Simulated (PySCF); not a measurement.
SMILES S(C)CC=C, singlet, GFN2-xTB optimised geometry.

```
13

C      1.20    -0.60     0.00
C     -0.13    -0.60     0.00
C     -0.95     0.63     0.00
S     -1.80     0.83     1.62
C     -0.34     1.16     2.66
H      1.77    -1.51     0.03
H      1.76     0.31    -0.05
H     -0.68    -1.53     0.06
H     -0.36     1.53    -0.18
H     -1.77     0.57    -0.72
H      0.37     0.35     2.54
H      0.10     2.11     2.36
H     -0.69     1.22     3.68
```

Density from CAM-B3LYP/def2-TZVP (PySCF) at that geometry.

Minimum of the electron density along straight lines between bonded atoms, close to the bond critical point (lines longer than 1.1 times the sum of covalent radii, or with two minima, are not listed):

```
bond    length / Å  ρ at the minimum / e bohr⁻³  ∇²ρ there / e bohr⁻⁵  position (fraction from the first atom)
------  ----------  ---------------------------  --------------------  ---------------------------------------
C1–C2        1.322                        0.362                 -1.14                                     0.50
C2–C3        1.484                        0.271                 -0.75                                     0.50
C3–S4        1.837                        0.175                 -0.28                                     0.47
S4–C5        1.813                        0.184                 -0.32                                     0.53
C1–H6        1.076                        0.289                 -1.04                                     0.65
C1–H7        1.078                        0.287                 -1.03                                     0.64
C2–H8        1.082                        0.289                 -1.04                                     0.65
C3–H9        1.090                        0.283                 -0.99                                     0.65
C3–H10       1.089                        0.282                 -0.99                                     0.65
C5–H11       1.087                        0.284                 -0.99                                     0.65
C5–H12       1.087                        0.282                 -0.98                                     0.64
C5–H13       1.085                        0.283                 -0.99                                     0.65
```
